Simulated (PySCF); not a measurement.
In(H)(Cl)(Et) (C2H6ClIn), SMILES C[CH2][InH][Cl].

The structure is a stationary point at B3LYP-D3(BJ)/def2-SVP. The structure was generated by enumeration; whether it is a known compound was not checked. The def2 effective core potentials stand for the cores of In; spin–orbit coupling is left out. One conformer was computed; it need not be the lowest.

Calculation: TDDFT-PBE/def2-SVPD (PySCF).

Vertical excitations.  State labels are in the subgroup Cs.

Computed excitation energies, oscillator strengths and character:
```json
[
 {"state": "S1", "symmetry": "A\"", "energy (eV)": "4.13", "λ (nm)": "300", "f": "0.000", "main pairs": "HOMO→LUMO 100 %"},
 {"state": "S2", "symmetry": "A\"", "energy (eV)": "4.88", "λ (nm)": "254", "f": "0.001", "main pairs": "HOMO−2→LUMO 99 %"},
 {"state": "S3", "symmetry": "A'", "energy (eV)": "5.01", "λ (nm)": "247", "f": "0.022", "main pairs": "HOMO−1→LUMO 93 %"},
 {"state": "S4", "symmetry": "A'", "energy (eV)": "5.28", "λ (nm)": "235", "f": "0.084", "main pairs": "HOMO→LUMO+1 74 %, HOMO−2→LUMO+1 21 %"},
 {"state": "S5", "symmetry": "A\"", "energy (eV)": "5.47", "λ (nm)": "226", "f": "0.005", "main pairs": "HOMO−3→LUMO 99 %"},
 {"state": "S6", "symmetry": "A\"", "energy (eV)": "5.57", "λ (nm)": "223", "f": "0.018", "main pairs": "HOMO−1→LUMO+1 99 %"},
 {"state": "S7", "symmetry": "A'", "energy (eV)": "5.87", "λ (nm)": "211", "f": "0.033", "main pairs": "HOMO→LUMO+2 84 %"},
 {"state": "S8", "symmetry": "A'", "energy (eV)": "5.97", "λ (nm)": "208", "f": "0.127", "main pairs": "HOMO−2→LUMO+1 57 %, HOMO→LUMO+2 15 %, HOMO→LUMO+1 11 %"},
 {"state": "S9", "symmetry": "A'", "energy (eV)": "6.37", "λ (nm)": "195", "f": "0.001", "main pairs": "HOMO−4→LUMO 78 %, HOMO→LUMO+3 21 %"},
 {"state": "S10", "symmetry": "A'", "energy (eV)": "6.50", "λ (nm)": "191", "f": "0.048", "main pairs": "HOMO→LUMO+3 47 %, HOMO−3→LUMO+1 21 %, HOMO−4→LUMO 16 %, HOMO−2→LUMO+2 8 %"},
 {"state": "T1", "symmetry": "A\"", "energy (eV)": "3.95", "λ (nm)": "314", "f": "0", "main pairs": "HOMO→LUMO 99 %"},
 {"state": "T2", "symmetry": "A'", "energy (eV)": "4.44", "λ (nm)": "279", "f": "0", "main pairs": "HOMO→LUMO+1 95 %"},
 {"state": "T3", "symmetry": "A'", "energy (eV)": "4.56", "λ (nm)": "272", "f": "0", "main pairs": "HOMO−1→LUMO 100 %"},
 {"state": "T4", "symmetry": "A\"", "energy (eV)": "4.69", "λ (nm)": "264", "f": "0", "main pairs": "HOMO−2→LUMO 99 %"}
]
```
Triplets are in the Tamm–Dancoff approximation, which puts them higher than full response would, so one can lie above its singlet here.
